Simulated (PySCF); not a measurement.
Compound: C7H3F2N.
SMILES with atom numbers: `[CH2:1]=[C:2]1[C:3]([C:4]#[N:5])=[CH:6][C:7]([F:8])=[C:9]1[F:10]`

Definitions: NICS(0) = −σiso at the ring centroid; NICS(1) = −σiso and NICS(1)zz = −σzz at ±1 Å along the ring normal z. Level: GIAO PBE0/pcSseg-1 (PySCF, non-relativistic, gas phase) on the GFN2-xTB geometry, one conformer.

Ring bond lengths (Å), with Mayer bond orders in brackets: C2–C3 1.474 (0.99), C3–C6 1.359 (1.56), C6–C7 1.444 (1.13), C7–C9 1.353 (1.64), C9–C2 1.460 (1.03).

Q: What do the NICS probes read (ppm)?

A: 
| ring | type | NICS(0) | NICS(1), two faces | NICS(1)zz, two faces | rms pucker (Å) | centre to ring atoms, mean (Å) |
| --- | --- | --- | --- | --- | --- | --- |
| C2–C3–C6–C7–C9 | 5-membered carbocycle; formal bonds 2 double, 3 single | -5.2 | -3.9 / -3.9 | -1.6 / -1.6 | 0.00 | 1.21 |

Q: What do they say, and how far can they be read as aromaticity?

A: 
- C2–C3–C6–C7–C9: mean NICS(1)zz -1.6 ppm, near zero. That is too small in size for a clear verdict by the NICS criterion.

Q: How equal are the bonds by HOMA? HOMA takes Krygowski's 1993 parameters.

A: 
- C2–C3–C6–C7–C9: HOMA 0.08 = 1 − EN − GEO, with mean bond length 1.418 Å, EN = α(Ropt − mean)² = 0.230 and GEO = α × variance = 0.688. The geometric and the magnetic index point the same way.

Q: What are the shieldings of the ring atoms and their hydrogens in the same run (means over atoms taken as equivalent)?

A: 
| atoms | environment | σ isotropic (ppm) | principal values of the symmetric part, first atom (ppm) |
| --- | --- | --- | --- |
| C2 | fully substituted alkene carbon | 41.5 | -62.7, 43.1, 144.2 |
| C3 | fully substituted alkene carbon | 86.5 | -5.6, 110.5, 154.4 |
| C6 | alkene CH carbon | 43.2 | -58.0, 42.1, 145.4 |
| C7 | vinylic C–F carbon | 32.5 | -17.5, 42.1, 72.8 |
| C9 | vinylic C–F carbon | 39.2 | -16.0, 56.2, 77.3 |
| H on C6 | vinylic hydrogen | 24.71 | 22.9, 23.7, 27.5 |

The run took 27 s of wall time on one thread of an Arm Neoverse V1, on a shared host, and the process peaked at 0.83 GiB of memory. This is the whole shielding run at PBE0/pcSseg-1, SCF included.
